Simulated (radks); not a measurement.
Bi56+, 27 electrons, occupied as [Ar] 3d9.

Method: scalar-relativistic Kohn-Sham, LB94 model potential, spin-polarised, spherical densities, finite nucleus; open shells are filled with parallel spins first (spin-orbit coupling, left out, can overturn this in heavy ions); Fermi nuclear charge, rms radius 5.5211 fm; computed with a radial shooting solver on a logarithmic mesh with Libxc functionals.

Energy parts (Ry):
part                   energy
kinetic            43483.6975
electron-nucleus  -86754.8488
Hartree             6006.5376
(The LB94 potential has no energy functional, so no total or exchange-correlation energy is given.)

Orbitals (lengths in bohr, moments of r in powers of bohr; r(90%) holds 90 % of the orbital's charge):
1s down: occ. 1; eigenvalue (Ry) -6933.348; r(90%) 0.0289; <r> 0.01577
1s up: occ. 1; eigenvalue (Ry) -6933.336; r(90%) 0.0289; <r> 0.01577
2s up: occ. 1; eigenvalue (Ry) -1448.302; r(90%) 0.103; <r> 0.06621
2s down: occ. 1; eigenvalue (Ry) -1448.259; r(90%) 0.103; <r> 0.06620
2p up: occ. 3; eigenvalue (Ry) -1276.029; r(90%) 0.0982; <r> 0.06022
2p down: occ. 3; eigenvalue (Ry) -1276.005; r(90%) 0.0982; <r> 0.06021
3s up: occ. 1; eigenvalue (Ry) -521.8052; r(90%) 0.245; <r> 0.1677
3s down: occ. 1; eigenvalue (Ry) -521.4159; r(90%) 0.245; <r> 0.1677
3p up: occ. 3; eigenvalue (Ry) -472.1090; r(90%) 0.251; <r> 0.1685
3p down: occ. 3; eigenvalue (Ry) -471.7247; r(90%) 0.251; <r> 0.1685
3d up: occ. 5; eigenvalue (Ry) -424.8976; r(90%) 0.233; <r> 0.1514
3d down: occ. 4; eigenvalue (Ry) -424.5062; r(90%) 0.233; <r> 0.1514

The highest occupied level is 3d down at -5775.7 eV. For comparison, the ionisation energy in NIST's Atomic Spectra Database is 5740 eV (theoretical). In exact Kohn-Sham theory the highest level is minus the ionisation energy, but local and semilocal functionals leave it too shallow, through self-interaction and a potential that decays too fast; potentials with the right tail come closer. The spin density at the nucleus is -6.68 e/bohr^3 (1s 5.12, 2s -49.85, 3s 38.05).
